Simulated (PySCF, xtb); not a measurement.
ZrH₂, SMILES [ZrH2] (connectivity only; charge and spin as stated), neutral, multiplicity 3.

Harmonic wavenumbers (cm⁻¹) from GFN2-xTB (xtb 6.7.1) at its own minimum, in rising order: 456, 1261, 1355.

What does PBE0-D3(BJ)/def2-TZVPD in PySCF give at its own minimum? (Estimate from the structure and the level; the computed values follow.)

592, 1618, 1642. Paired by order, the mean absolute difference is 260 cm⁻¹ and the zero-point energies are 4.4 and 5.5 kcal/mol.
